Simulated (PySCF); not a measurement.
Compound: C₆H₉ClO₂.
Atom-mapped SMILES: `[CH3:1][O:2][C@@H:3]1[CH2:4][C@:5]1([CH3:6])[C:7](=[O:8])[Cl:9]`

Geometry (GFN2-xTB, Å), atoms numbered from 1 in this order:
```xyz
18
C6H9ClO2 angstrom
C      2.2130    0.1006    0.9753
O      1.6584    0.7524   -0.1471
C      0.6655    0.0408   -0.7713
C     -0.3899    0.7865   -1.4957
C     -0.7856    0.0479   -0.2274
C     -1.5730   -1.2360   -0.3395
C     -0.9860    0.9077    0.9405
O     -0.6410    2.0334    1.0937
Cl    -1.8328    0.0840    2.2818
H      2.6270   -0.8765    0.7001
H      1.4633   -0.0383    1.7623
H      3.0074    0.7466    1.3404
H      0.9812   -0.9320   -1.1521
H     -0.7569    0.4023   -2.4339
H     -0.3426    1.8624   -1.4250
H     -2.6406   -1.0338   -0.2842
H     -1.3145   -1.9249    0.4619
H     -1.3614   -1.7168   -1.2914
```

NICS = −σ at a ghost point: NICS(0) at the centroid of the ring atoms, NICS(1) 1 Å to either side along the normal of their mean plane, zz for the tensor component along that normal. Level: GIAO PBE0/pcSseg-1 (PySCF, non-relativistic, gas phase) on the GFN2-xTB geometry, one conformer.

Ring bond lengths (Å), with Mayer bond orders in brackets: C3–C4 1.482 (0.96), C4–C5 1.520 (0.90), C5–C3 1.550 (0.82).

Problem. What do the NICS probes read (ppm)?

Solution. 
```tsv
ring	type	NICS(0)	NICS(1), two faces	NICS(1)zz, two faces	rms pucker (Å)	centre to ring atoms, mean (Å)
C3–C4–C5	3-membered carbocycle; formal bonds all single	-40.7	-9.0 / -6.7	-22.2 / -15.6	0.00	0.88
```

Problem. What can be read from them?

Solution. 
- C3–C4–C5: mean NICS(1)zz -18.9 ppm, shielded. C3, C4, C5 have four or more neighbours, and the NICS criterion for π rings isn't applied. The two faces differ by 6.6 ppm, so no symmetry operation interchanges them. NICS(0) lies 33 ppm below the mean NICS(1).

Problem. List the ring angles and the Hirshfeld charges of the ring atoms.

Solution. 
- C3–C4–C5: C3 60.1° (+0.044 e), C4 62.2° (-0.080 e), C5 57.7° (-0.014 e); sum 180.0° against 180° for a flat convex ring.
